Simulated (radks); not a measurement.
The numbers below are computed, except where a source is named.
Effect of the nuclear size on the chromium ion Cr16+, [He] 2s2 2p4. Code: a radial shooting solver on a logarithmic mesh with Libxc functionals. Model: Dirac Kohn-Sham, exchange-only LDA, spin-unpolarised, spherical densities, finite nucleus; open shells fill j = l - 1/2 first; Fermi nuclear charge, rms radius 3.6452 fm. The rms radius is varied about that value; shifts are against it.

[
 {"rms radius (fm)": "3.0146", "total energy shift (eV)": "-0.0232", "density at nucleus (e/bohr^3)": "1.144e+04", "1s1/2 shift (meV)": "-9.88", "2s1/2 shift (meV)": "-0.966", "2p1/2 shift (meV)": "0.094", "2p3/2 shift (meV)": "0.097", "3s1/2 (empty) shift (meV)": "-0.236"},
 {"rms radius (fm)": "3.3098", "total energy shift (eV)": "-0.0129", "density at nucleus (e/bohr^3)": "1.14e+04", "1s1/2 shift (meV)": "-5.48", "2s1/2 shift (meV)": "-0.536", "2p1/2 shift (meV)": "0.052", "2p3/2 shift (meV)": "0.054", "3s1/2 (empty) shift (meV)": "-0.131"},
 {"rms radius (fm)": "3.6452", "total energy shift (eV)": "0", "density at nucleus (e/bohr^3)": "1.136e+04", "1s1/2 shift (meV)": "0.000", "2s1/2 shift (meV)": "0.000", "2p1/2 shift (meV)": "0.000", "2p3/2 shift (meV)": "0.000", "3s1/2 (empty) shift (meV)": "0.000"},
 {"rms radius (fm)": "3.9077", "total energy shift (eV)": "0.0109", "density at nucleus (e/bohr^3)": "1.133e+04", "1s1/2 shift (meV)": "4.65", "2s1/2 shift (meV)": "0.454", "2p1/2 shift (meV)": "-0.044", "2p3/2 shift (meV)": "-0.046", "3s1/2 (empty) shift (meV)": "0.111"},
 {"rms radius (fm)": "4.4216", "total energy shift (eV)": "0.0344", "density at nucleus (e/bohr^3)": "1.128e+04", "1s1/2 shift (meV)": "14.6", "2s1/2 shift (meV)": "1.43", "2p1/2 shift (meV)": "-0.140", "2p3/2 shift (meV)": "-0.143", "3s1/2 (empty) shift (meV)": "0.349"}
]

Slopes of the eigenvalues against <r^2> in GHz/fm^2, as finite differences over the two radii next to the reference (eigenvalue slopes, not the field-shift constants of lines): 1s1/2 567, 2s1/2 55.4, 2p1/2 -5.41, 2p3/2 -5.56, 3s1/2 (empty) 13.5.
